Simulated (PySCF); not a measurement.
## Mn: excitation energy

Mn [Ar] 3d5 4s2 (6S) → Mn [Ar] 3d4 4s2 4p1 (high-spin determinant), as a difference of total energies. All numbers are calculated (PySCF 2.14, scalar relativity by spin-free X2C-1e, in x2c-TZVPPall (6s5p4d2f1g, 64 functions)). Correlated levels: valence: [Ar] frozen; valence and next inner shell: [Ne] frozen. The calculations carry no spin-orbit coupling.

```
                                method  excitation energy (eV)
                                   UHF                   7.854
                                   LDA                   9.146
                                   PBE                   8.805
                                  PBE0                   8.599
                                r2SCAN                   8.753
                                 wB97X                   8.540
                               LC-wPBE                   8.461
                                M06-2X                   8.424
                                  PW91                   8.837
    MP2 (valence and next inner shell)                   8.678
SCS-MP2 (valence and next inner shell)                   8.188
```

Q: Estimate what MP2 (valence) gives.

A: 8.325 eV, closest to M06-2X among the rows shown.

Q: Estimate what SCS-MP2 (valence) gives.

A: 7.780 eV, closest to UHF among the rows shown.

A first-order spin-orbit estimate (lowest level to lowest level, LS coupling) adds -0.084 eV.

The upper state lies above the first ionisation limit, where it may autoionise and the basis confines it.

The basis was made for the ground configuration and has no added diffuse functions, so the excitation energy can come out too high.

The determinant of the upper state mixes LS terms, which raises its energy above the lowest term, most at the Hartree-Fock and MP2 levels.
